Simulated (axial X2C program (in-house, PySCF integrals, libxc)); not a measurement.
## Curves of CoCN from open-shell CI on d8 s0

Calculated with an axial X2C code built on PySCF integrals: two-component X2C with atomic mean-field Coulomb and Gaunt terms, basis Co dyall-v3z, C dyall-v3z, N dyall-av3z (cores contracted in-house). Orbitals come from Hartree–Fock averaged over the configuration Co d8 s0; CI then distributes these electrons over the d, s shells of Co.

Scan along the Co–C bond with CN moving as one mass, its bond held at 1.160 Å; masses Co 58.933 u, C 12.000 u, N 14.003 u. Energies in cm⁻¹ from the lowest point; levels are followed by energy order within each Ω. Lowest level at 2.005 Å: 100% d8.

| R (Å) | (1)Ω=3 | (1)Ω=2 | (1)Ω=4 | (1)Ω=1 | (1)Ω=0 | (2)Ω=3 | (2)Ω=1 |
| --- | --- | --- | --- | --- | --- | --- | --- |
| 1.865 | 1046 | 1302 | 1182 | 1664 | 1962 | 2013 | 2373 |
| 1.935 | 237 | 452 | 492 | 768 | 1009 | 1305 | 1483 |
| 2.005 | 0 | 177 | 349 | 447 | 643 | 1149 | 1180 |
| 2.085 | 249 | 384 | 674 | 607 | 760 | 1466 | 1366 |
| 2.165 | 897 | 993 | 1371 | 1175 | 1295 | 2158 | 1961 |
| 2.256 | 1967 | 2023 | 2470 | 2164 | 2255 | 3254 | 2979 |
| 2.366 | 3557 | 3573 | 4068 | 3673 | 3738 | 4850 | 4515 |

Q: Fit the curves (1)Ω=3, (1)Ω=2, (1)Ω=4, (1)Ω=1, (1)Ω=0, (2)Ω=3, (2)Ω=1 near their minima.

A: From the open-shell CI curves, Te from the lowest:

| level | Te (cm⁻¹) | Re (Å) | ωe (cm⁻¹) |
| --- | --- | --- | --- |
| (1)Ω=3 | 0 | 2.005 | 403.4 |
| (1)Ω=2 | 175 | 2.011 | 399.1 |
| (1)Ω=4 | 341 | 1.992 | 403.2 |
| (1)Ω=1 | 439 | 2.019 | 394.7 |
| (1)Ω=0 | 625 | 2.026 | 393.4 |
| (2)Ω=3 | 1144 | 1.993 | 403.8 |
| (2)Ω=1 | 1175 | 2.015 | 400.2 |

Without dynamic correlation distances can be off by several hundredths of an Å (long for ionic bonds, short for multiple bonds) and the wavenumbers are rough.

The 7 lowest curves are shown; the next is (2)Ω=2, from 1185 cm⁻¹.

Dynamic correlation is missing, so gaps between terms are too wide and other configurations may lie lower; the lowest level listed is that of this model, not necessarily the ground state. For d shells the ligand-field splittings (σ, π, δ) and their order can be off by a thousand cm⁻¹ or more. At most 4 roots were kept for each Ω > 0 (twice that for Ω = 0) within 3.2 eV of the lowest, so higher up levels can be missing between those listed; levels with Ω > 0 are doubly degenerate and listed once, Ω = 0 levels singly. Some active spinors are only partly of the character that their shell is named for, so the shell names and counts are nominal. States that fill the shells left empty in the average are placed too high. The molecule was held linear; bending was not examined.
